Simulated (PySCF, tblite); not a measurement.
Species: C6H12P2.
Structure used (GFN2-xTB), in Å, numbered top down from 1:
```
atom  x, y, z in Å
C1    -2.023   -1.560    0.066
P2    -1.166    0.009    0.559
C3    -2.370    1.203   -0.196
P4     0.287    0.055   -1.101
C5     1.360   -1.270   -0.470
C6     2.288   -0.852    0.381
C7     2.270    0.603    0.725
C8     1.445    1.314   -0.351
H9    -1.409   -2.410    0.358
H10   -2.972   -1.620    0.597
H11   -2.205   -1.593   -1.007
H12   -3.280    1.209    0.402
H13   -2.608    0.929   -1.222
H14   -1.942    2.204   -0.181
H15    1.242   -2.290   -0.798
H16    3.013   -1.500    0.852
H17    1.798    0.721    1.706
H18    3.280    1.014    0.790
H19    2.095    1.674   -1.155
H20    0.892    2.169    0.041
```

Level of theory: PBE0/pcSseg-1 in PySCF (dipole) on a GFN2-xTB geometry, gas phase.

Take the most abundant isotopes and a rigid rotor. The values belong to one conformer with, in the numbering `[CH3:1][P:2]([CH3:3])[P:4]1[CH:5]=[CH:6][CH2:7][CH2:8]1`, C1–P2–P4–C5 -74°, P2–P4–C5–C6 -86°, C5–C6–C7–C8 -18°, C6–C7–C8–P4 24°, P2–P4–C8–C7 77°.

Give the principal moments of inertia and the rotational constants in GHz.

Ia = 202.59, Ib = 468.00, Ic = 535.13 u·Å²; 505379 MHz·u·Å²/I gives 2495, 1080 and 944.4 MHz, that is A = 2.4946, B = 1.0799, C = 0.9444 GHz.

What kind of rotor is it?

An asymmetric top; Ray's κ = -0.825.

What does the inertial defect say?

Not planar: Δ = Ic − Ia − Ib = -135.46 u·Å². For a rigid frame Δ = −2 Σ m c², so Σ m c² = 67.73 u·Å² lies off the ab plane: 9.79 from hydrogen and 57.94 from heavier atoms. The atom farthest from that plane is 1.85 Å away.

Give the other two planar moments, Paa and Pbb, and the rms extents of the mass along the axes.

Paa = Σ m a² = (Ib + Ic − Ia)/2 = 400.27 and Pbb = Σ m b² = (Ia + Ic − Ib)/2 = 134.86 u·Å². With the mass M = 146.04 u, the rms extents √(P/M) along a, b and c are 1.66, 0.96, 0.68 Å.

Where do the levels up to J = 2 lie, in MHz?

Above 0(0,0):
J = 1: 1(0,1) 2024, 1(1,1) 3439, 1(1,0) 3574
J = 2: 2(0,2) 6064, 2(1,2) 7352, 2(1,1) 7758, 2(2,1) 12003, 2(2,0) 12012

Predict some low-J microwave lines.

The dipole components are |μa| = 0.27 D, |μb| = 0.01 D, |μc| = 0.47 D. Intensities carry the squares of the components, which stand as 0.35 : 0.00 : 1.00 (a : b : c). Some lines, for components of 0.1 D or more:

```json
{"type": "a", "branch": "Q", "J(Ka,Kc)": "5(2,3) ← 5(2,4)", "MHz": "310", "lower level (cm⁻¹)": "1.210"}
{"type": "c", "branch": "Q", "J(Ka,Kc)": "4(1,4) ← 4(0,4)", "MHz": "918", "lower level (cm⁻¹)": "0.671"}
{"type": "c", "branch": "Q", "J(Ka,Kc)": "3(1,3) ← 3(0,3)", "MHz": "1117", "lower level (cm⁻¹)": "0.404"}
{"type": "a", "branch": "R", "J(Ka,Kc)": "2(0,2) ← 1(0,1)", "MHz": "4039", "lower level (cm⁻¹)": "0.068"}
{"type": "a", "branch": "R", "J(Ka,Kc)": "2(1,1) ← 1(1,0)", "MHz": "4184", "lower level (cm⁻¹)": "0.119"}
{"type": "c", "branch": "R", "J(Ka,Kc)": "2(1,1) ← 1(0,1)", "MHz": "5734", "lower level (cm⁻¹)": "0.068"}
{"type": "a", "branch": "R", "J(Ka,Kc)": "3(2,2) ← 2(2,1)", "MHz": "6073", "lower level (cm⁻¹)": "0.400"}
{"type": "a", "branch": "R", "J(Ka,Kc)": "3(2,1) ← 2(2,0)", "MHz": "6110", "lower level (cm⁻¹)": "0.401"}
{"type": "a", "branch": "R", "J(Ka,Kc)": "3(1,2) ← 2(1,1)", "MHz": "6270", "lower level (cm⁻¹)": "0.259"}
{"type": "c", "branch": "Q", "J(Ka,Kc)": "5(3,3) ← 5(2,3)", "MHz": "7181", "lower level (cm⁻¹)": "1.220"}
{"type": "a", "branch": "R", "J(Ka,Kc)": "4(0,4) ← 3(0,3)", "MHz": "8007", "lower level (cm⁻¹)": "0.404"}
{"type": "a", "branch": "R", "J(Ka,Kc)": "4(2,3) ← 3(2,2)", "MHz": "8090", "lower level (cm⁻¹)": "0.603"}
{"type": "a", "branch": "R", "J(Ka,Kc)": "4(3,2) ← 3(3,1)", "MHz": "8115", "lower level (cm⁻¹)": "0.850"}
{"type": "a", "branch": "R", "J(Ka,Kc)": "4(2,2) ← 3(2,1)", "MHz": "8180", "lower level (cm⁻¹)": "0.604"}
{"type": "c", "branch": "R", "J(Ka,Kc)": "2(2,0) ← 1(1,0)", "MHz": "8437", "lower level (cm⁻¹)": "0.119"}
{"type": "c", "branch": "R", "J(Ka,Kc)": "2(2,1) ← 1(1,1)", "MHz": "8564", "lower level (cm⁻¹)": "0.115"}
{"type": "a", "branch": "R", "J(Ka,Kc)": "5(1,5) ← 4(1,4)", "MHz": "9746", "lower level (cm⁻¹)": "0.701"}
{"type": "a", "branch": "R", "J(Ka,Kc)": "5(0,5) ← 4(0,4)", "MHz": "9948", "lower level (cm⁻¹)": "0.671"}
{"type": "a", "branch": "R", "J(Ka,Kc)": "5(4,1) ← 4(4,0)", "MHz": "10142", "lower level (cm⁻¹)": "1.467"}
{"type": "a", "branch": "R", "J(Ka,Kc)": "5(3,2) ← 4(3,1)", "MHz": "10158", "lower level (cm⁻¹)": "1.121"}
{"type": "a", "branch": "R", "J(Ka,Kc)": "5(2,3) ← 4(2,2)", "MHz": "10274", "lower level (cm⁻¹)": "0.877"}
{"type": "a", "branch": "R", "J(Ka,Kc)": "5(1,4) ← 4(1,3)", "MHz": "10415", "lower level (cm⁻¹)": "0.746"}
{"type": "c", "branch": "R", "J(Ka,Kc)": "3(2,2) ← 2(1,2)", "MHz": "10723", "lower level (cm⁻¹)": "0.245"}
{"type": "c", "branch": "R", "J(Ka,Kc)": "5(1,4) ← 4(0,4)", "MHz": "12685", "lower level (cm⁻¹)": "0.671"}
{"type": "c", "branch": "R", "J(Ka,Kc)": "3(3,1) ← 2(2,1)", "MHz": "13491", "lower level (cm⁻¹)": "0.400"}
{"type": "c", "branch": "R", "J(Ka,Kc)": "4(3,1) ← 3(2,1)", "MHz": "15489", "lower level (cm⁻¹)": "0.604"}
{"type": "c", "branch": "R", "J(Ka,Kc)": "5(4,1) ← 4(3,1)", "MHz": "20501", "lower level (cm⁻¹)": "1.121"}
```

Estimate the classical rotational partition function at 25 K, 100 K and 298.15 K.

Point group C1, symmetry number σ = 1; q = (√π/σ)·√((kT/h)³/(ABC)), k/h = 20836.6 MHz/K: 13200 at 25 K, 106000 at 100 K, 544000 at 298.15 K.

Its GFN2-xTB frequencies are all real (lowest 41 cm⁻¹). No vibrational averaging or centrifugal distortion is included, and the geometry carries the error of its method. A rigid rotor knows nothing of internal rotation, which can split or shift real lines.
